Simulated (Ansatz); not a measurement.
`C[SiH2]SS` → `[CH2]` (triplet) + `[SiH3]SS` at 298.15 K and 1 bar (formal loss of a carbene).

Computed with Ansatz on PBE0-D4/def2-TZVP structures; ΔE is electronic, products minus reactants. CCSD(T)/CBS adds triple-zeta CCSD(T) − MP2 to the extrapolated MP2 energy (def2 sets, frozen cores). This one scheme is used for every species. Triplets are unrestricted, without spin–orbit coupling. Each species was taken in one conformer, which may not be the lowest.

```csv
species,CCSD(T)/CBS energy (Eh),H − E (kJ/mol),S (J/(mol·K))
`C[SiH2]SS`,-1126.32699,192.7,350.7
`[CH2]` (triplet),-39.09499,55.4,195.3
`[SiH3]SS`,-1087.04745,112.0,314.1
```

H − E and S are ideal-gas, rigid-rotor, harmonic terms from PBE0-D4/def2-TZVP, for one conformer and one mirror image of each species, with the whole ground term of open shells counted as degenerate. 1 Eh = 2625.50 kJ/mol, R = 8.31446 J/(mol·K).

By hand: ΔE, ΔH, ΔS and ΔG.

ΔE = (-39.09499) + (-1087.04745) − (-1126.32699) = 0.18455 Eh = 484.5 kJ/mol. Δ(H − E) = 55.4 + 112.0 − 192.7 = -25.3, so ΔH = 459.2 kJ/mol. ΔS = 195.3 + 314.1 − 350.7 = 158.7 J/(mol·K). ΔG = 459.2 − 298.15 × (158.7)/1000 = 411.9 kJ/mol.

By hand: the equilibrium constant, and the temperature at which ΔG would vanish if ΔH and ΔS stayed fixed.

log₁₀ K = −ΔG/(RT ln 10) = -72.2. ΔG = 0 at ΔH/ΔS = 2894 K, far beyond where these terms or the molecules hold.

The number of gas molecules changes by +1, which sets the sign of ΔS. A doubt of 5 kJ/mol in ΔE shifts log₁₀ K by 0.9 here. Other conformers and mirror images would add mixing entropy, several J/(mol·K) or more a flexible species. A triplet takes part, so the spin changes. These are equilibria of isolated gas molecules and say nothing of rates. Largest T1 diagnostic: 0.012 (customary marks: 0.02 for closed shells, 0.045 for open ones).
